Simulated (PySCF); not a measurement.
**Ionisation energy of B²⁺ by level of theory**

B²⁺ [He] 2s1 (2S) → B³⁺ 1s2 (1S), as a difference of total energies. All numbers are calculated (PySCF 2.14, the spin-free X2C one-electron Hamiltonian (Gaussian nucleus), in x2c-TZVPPall with one added diffuse shell each of s, p, d type (6s4p3d1f, 40 functions)). Correlated levels: valence and next inner shell: nothing frozen. The calculations carry no spin-orbit coupling.

```
                                method  ionisation energy (eV)
                                   UHF                  37.821
    MP2 (valence and next inner shell)                  37.838
SCS-MP2 (valence and next inner shell)                  37.839
   CCSD (valence and next inner shell)                  37.842
CCSD(T) (valence and next inner shell)                  37.842
  CCSDT (valence and next inner shell)                  37.842
```

Task: How much does correlation contribute at CCSD(T) (valence and next inner shell)?

Result: 37.842 − (37.821) = 0.021 eV, measured against UHF.

Errors of the correlated levels include the incompleteness of this basis.

For comparison: 37.931 eV (measured; NIST Atomic Spectra Database, ionization energies).
